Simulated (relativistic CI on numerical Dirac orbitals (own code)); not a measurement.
# One change at a time: Tc31+

Base calculation: Dirac-Coulomb-Breit CI, KLI orbitals optimised for each configuration, model QED (radiative potential, 1s self-energy scaled to tabulated hydrogen-like ionisation energies), unscaled Slater integrals.

CI space (outside the closed core [Ne]): 3s², 3s3p, 3p², 3s3d, 3d², 3p3d, 3p4s, 3d4s, 3s4s, 3s4p, 3s4d, 3s4f, 3s5s, 3s5p, 3s5d, 4s², 3s5f, 3s5g, 3s6s, 3s6p, 3s6d. Levels of other configurations are missing.

Variants: (1) QED terms removed; (2) configuration mixing switched off. Shifts of the energy above 3s² ¹S0, in cm⁻¹, for the lowest level and the first level of each name with at least 55 % of one term (blank where a level changes its place among those of its configuration and J or its character, or is not in the variant):

```
    Level     Base    Δ(1)     Δ(2)
  3s² ¹S0        0       0        0
3s3p ³P°0   502895   +5060   -24659
3s3p ³P°1   543755   +5032   -22377
3s3p ³P°2   737907   +4602   -24293
3s3p ¹P°1   912443   +4737    -2261
  3p² ³P0  1212681  +10213   -26362
  3p² ¹D2  1393441   +9158   +23654
  3p² ³P1  1400451   +9827   -23578
  3p² ³P2  1601473   +8090   +38638
 3s3d ³D1  1614110   +5117   -28278
 3s3d ³D2  1635263   +5537   -35832
 3s3d ³D3  1662210   +4963   -28298
  3p² ¹S0  1761634   +9310   -22457
 3s3d ¹D2  1833127   +6527  -123397
3p3d ³F°2  2156386  +10337   -27898
3p3d ³F°3  2259482  +10139   -27540
3p3d ³D°1  2287364  +10290   -33962
3p3d ³F°4  2437895   +9725   -27679
3p3d ³D°3  2481004   +9845   -27814
3p3d ³P°0  2485662   +9870   -31823
3p3d ³P°1  2487368   +9864   -31092
3p3d ¹F°3  2619871   +9803   -24683
```

At this charge energies of transitions that change n are usually good to better than 1 %, and those within a shell (Δn = 0) to a few per cent.

Ionisation energy from the two ground configurations alone: base 1831.27 eV; QED terms removed 1831.89 eV. The NIST ASD value (semi-empirical) is 1838 eV.

LS names give the leading component of a level, which can be under half, so a name can repeat, a term be missing and a line seem to break the LS rules.
